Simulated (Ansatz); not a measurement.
Ideal-gas functions of `[F][Sn]([F])([SeH])[SeH]` at 800 K and 1 bar, from an Ansatz frequency run at PBE0-D4/def2-TZVP.

Molar mass 316.64 g/mol, point group C1 (symmetry number 1), electronic degeneracy 1, moments of inertia 320.55, 821.117, 973.123 u Å². Harmonic wavenumbers (cm⁻¹, unscaled): 55, 93, 105, 115, 135, 151, 192, 233, 284, 622, 633, 636, 651, 2436, 2437.

Use S(trans) = R[1.5 ln M + 2.5 ln T − 1.1517]; rotational temperatures θ = 24.2544 K / I; S(rot) = R[ln(√π/σ · √(T³/θAθBθC)) + 1.5]; for each mode x = 1.438777 ν̃/T, S = R[x/(eˣ − 1) − ln(1 − e⁻ˣ)] and H = RT x/(eˣ − 1); 1 cm⁻¹ = 0.0119627 kJ/mol; R = 8.31446 J/(mol·K).

**Question.** By hand: the entropy, in J/(mol·K).

**Answer.** Translation 201.2. Rotation: θ = 0.0757, 0.0295, 0.0249 K, giving 141.3. Vibration, mode by mode: 27.55, 23.19, 22.19, 21.43, 20.10, 19.18, 17.20, 15.61, 13.99, 7.80, 7.67, 7.64, 7.46, 0.57, 0.57, in all 212.1. Electronic 0.0. Sum 554.6 J/(mol·K).

**Question.** By hand: H − E and G − E in kJ/mol, counted from the electronic energy.

**Answer.** Zero-point energy ½ × 8778 × 0.0119627 = 52.5; thermal vibration 67.1; translation, rotation and pV give 4 RT = 26.6. H − E = 146.2 kJ/mol, and G − E = 146.2 − 800 × 554.6/1000 = -297.5 kJ/mol.

Vibration gives 38 % of the entropy, 114.5 J/(mol·K) of it from the modes under 150 cm⁻¹: soft modes count most, and the harmonic formula is weakest for them. The sum counts one conformer and one mirror image; others add a mixing term.
